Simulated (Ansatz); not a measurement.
The cluster Pb3F6, relaxed as a singlet with RKS B3LYP-D4/def2-SVP in Ansatz, starting from the GFN1-xTB geometry. Force threshold 0.02 eV/Å.

In the def2 sets Pb takes a core potential; there is no spin–orbit coupling. The structure comes from a short search, and lower isomers may exist.

Start:

```xyz
9

Pb   -0.169   -0.230    1.983
Pb    0.139    1.839   -0.786
Pb    0.031   -1.608   -1.199
F     1.238    1.269    1.085
F     1.154   -1.553    0.743
F    -1.379   -1.452    0.540
F    -1.296    1.358    0.870
F    -1.124    0.242   -1.731
F     1.408    0.135   -1.505
```

(1) Estimate the energy that the relaxation releases and the steps that it takes.

(2) Does the start keep its bonding and symmetry?

(3) Predict the relaxed structure.

Results:

(1) 21.6 kJ/mol, in 4 steps; 12 s on 4 threads of Intel Xeon 6975P-C on a shared host. No frequencies were taken in this run, so the end may be a saddle point.

(2) By distances, no bond broke or formed. The bond that changes most is Pb3–F9, from 2.24 to 2.28 Å (atoms count from 1). Point group D3h at the start, D3h at the end, both within 0.05 Å.

(3) 
Cartesian coordinates in Å:
```
Pb -0.1817 -0.2422 2.0770
Pb 0.1449 1.9252 -0.8234
Pb 0.0368 -1.6831 -1.2536
F 1.2250 1.2534 1.0746
F 1.1416 -1.5400 0.7412
F -1.3658 -1.4404 0.5334
F -1.2824 1.3521 0.8660
F -1.1128 0.2374 -1.7121
F 1.3945 0.1375 -1.5032
```
Bond lengths (bridged metal pairs left out): 12 × F–Pb 2.28 Å.
